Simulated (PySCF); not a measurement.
# Bond lengths and vibrations by method: BFH3Si anion

All numbers below are calculated, not measured. They come from PySCF 2.14.0, an open-source quantum chemistry program, on an isolated molecule that a program drew, which may never have been made. The molecule is BFH3Si anion (charge -1, singlet), drawn as the SMILES string `FB[SiH2-]`.

The geometry was optimised and harmonic frequencies were computed with HF and MP2, all in the aug-cc-pV(D+d)Z basis, for the commonest isotopes, with a restricted reference for singlets and an unrestricted one otherwise, and a frozen core in MP2. Each result is a local minimum of its method.

Geometry at the HF minimum:
```xyz
6
BFH3Si anion, angstrom
F    -1.8912   -0.1376   -0.1743
B    -0.7844    0.5707    0.2467
Si    0.8953    0.7605   -0.8153
H    -0.8893    0.8939    1.4196
H     1.4155    2.1316   -0.4182
H     0.4809    0.9781   -2.2600
```

Lengths of the bonds as drawn, in Å (atoms numbered as above):
| bond | HF | MP2 |
|---|---|---|
| F1-B2 | 1.380 | 1.419 |
| B2-Si3 | 1.996 | 1.950 |
| B2-H4 | 1.221 | 1.226 |
| Si3-H5 | 1.519 | 1.509 |
| Si3-H6 | 1.519 | 1.509 |

Rotational constants, in GHz:
```
constant     HF    MP2
       A  41.91  42.49
       B   4.44  4.469
       C  4.103  4.104
```

Harmonic frequencies in cm^-1, each column in rising order, so a row needn't be the same motion in every method:
```
rank,HF,MP2
1,262,245
2,281,287
3,409,355
4,573,557
5,747,717
6,835,750
7,1011,949
8,1080,990
9,1228,?
10,2069,2124
11,2087,2126
12,2510,2475
```

**Estimate the missing MP2 frequency from the HF column.**

A single factor s that minimises the squared misfit of MP2 against s times HF over the other rows is sum(HF x MP2) / sum(HF^2) = 0.9905, with an rms misfit of 50 cm^-1. For rank 9 it gives 0.9905 x 1228 = 1216 cm^-1. The calculation gives 1146 cm^-1, 70 cm^-1 below the estimate. The drawn bonds are on average 0.1 % shorter in MP2 than in HF.
